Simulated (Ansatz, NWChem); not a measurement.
## Worked example: the enthalpy of formation of CH3K (SMILES [CH3][K])

CH3K: 5 atoms, total charge 0, spin state singlet. SMILES: `[CH3][K]`. The shape is that of a PBE0-D4/def2-TZVP optimisation.

Total energies at r2SCAN/aug-pcseg-1 (NWChem 7.3.0); the atoms run unrestricted:

| species | state | energy (Eh) |
| --- | --- | --- |
| CH3K | singlet | -639.648791 |
| C | triplet | -37.813881 |
| K | doublet | -599.800997 |
| H | doublet | -0.499222 |

Harmonic wavenumbers at PBE0-D4/def2-TZVP, in cm⁻¹: 304, 342, 342, 984, 1434, 1434, 2984, 3070, 3070.

Measured heats of formation of the gaseous atoms at 298.15 K, in kJ/mol: C 716.9, K 89.0, H 218.0. Take 1 Eh = 2625.50 kJ/mol, 1 cm⁻¹ = 0.0119627 kJ/mol, RT = 2.479 kJ/mol.

Q: Work out the heat of formation of the gas at 298 K.

A: 
1. Electronic atomisation energy: (-37.813881) + (-599.800997) + 3 × (-0.499222) − (-639.648791) = 0.536247 Eh = 1407.9 kJ/mol.
2. Zero-point energy: half the sum of the wavenumbers, 6982 cm⁻¹ = 83.5 kJ/mol.
3. Thermal vibrational enthalpy, Σ hcν̃/(exp(hcν̃/kT) − 1): 3.2 kJ/mol. Translation, rotation and pV of a non-linear molecule: 4 RT = 9.9 kJ/mol.
4. The 5 free atoms carry 5/2 RT each: 31.0 kJ/mol.
5. Atomisation enthalpy at 298 K: 1407.9 − 83.5 − 3.2 − 9.9 + 31.0 = 1342.3 kJ/mol.
6. Sum of the atoms' heats of formation: 1459.9 kJ/mol. Heat of formation: 1459.9 − 1342.3 = +117.6 kJ/mol.

No measured value is set beside it here. Anharmonicity and any spin-orbit splitting of the molecule are left out.
